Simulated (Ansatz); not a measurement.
`C#[C][GeH]([F])[F]` from Hartree–Fock to CCSD(T)

```csv
atom,x (Å),y (Å),z (Å)
C1,0.4600,-1.7244,0.9755
C2,0.1851,-0.7094,0.3903
Ge3,-0.2622,0.8375,-0.5762
F4,-1.4249,1.7214,0.3317
F5,1.1229,1.8552,-0.6332
H6,0.7065,-2.6185,1.5024
H7,-0.7874,0.6382,-1.9905
```

Charge 0, multiplicity 1. Correlated methods include outer-core shells of Ge, which these sets cover unevenly. Scalar relativity is left out up to krypton. All single points use the PBE0-D4/def2-TZVP geometry. Frozen core, restricted reference, the Gaussian-basis code of Ansatz.

| basis | HF (Eh) | MP2 corr. |
| --- | --- | --- |
| def2-SVP | -2350.67416 | -0.84125 |
| def2-TZVPP | -2351.28960 | -1.04354 |
| def2-QZVPP | -2351.34458 | -1.37351 |

(1) Estimate the CCSD correlation energy and the (T) correction in each basis where they were run (hartree).

Results:

(1) 
```json
{"basis": "def2-SVP", "CCSD corr.": "-0.85184", "(T)": "-0.02385"}
{"basis": "def2-TZVPP", "CCSD corr.": "-1.04889", "(T)": "-0.04045"}
```
